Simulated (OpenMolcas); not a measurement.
Pr4+ among 6 point charges of -1 e arranged as an octahedron (Oh).

```yaml
Program: OpenMolcas
Method: "SS-CASPT2, IPEA 0.25 Eh, imaginary shift 0.1 Eh (closed shells correlated: 5s 5p)"
Basis: ANO-RCC-VDZP [7s6p4d2f1g]
Scalar_Hamiltonian: DKH2, point nucleus
Active_space: 1 electron in 7 orbitals (4f)
State_averaging: 2S+1 = 2 odd, 7 roots
Spin-orbit_coupling: state interaction with AMFI integrals over the reference wave functions
```

All point charges move together. At R = 2.29 Å the width of the lowest J multiplet is 250 cm-1, and at R = 2.65 Å it is 124 cm-1.

Question: A third run gives 161 cm-1. What distance was it run at?

Answer: With a power law R^-n the two known points give n = -ln(124 / 250) / ln(2.65 / 2.29) = 4.80. Then R = 2.29 × (250 / 161)^(1/4.80) = 2.510 Å. The run was at 2.49 Å, so the estimate is off by +0.020 Å.

Roots that are degenerate in the reference are averaged as groups; the widest CASPT2 spread within a group is 110 cm-1 (the 3-fold group of multiplicity 2 near 207 cm-1 above the lowest state of its run, R = 2.65). Shifts and gaps below about the spread of the groups concerned are not significant. Point charges carry no covalency, so the field is a model and not that of real ligands. No measured value stands beside these numbers.
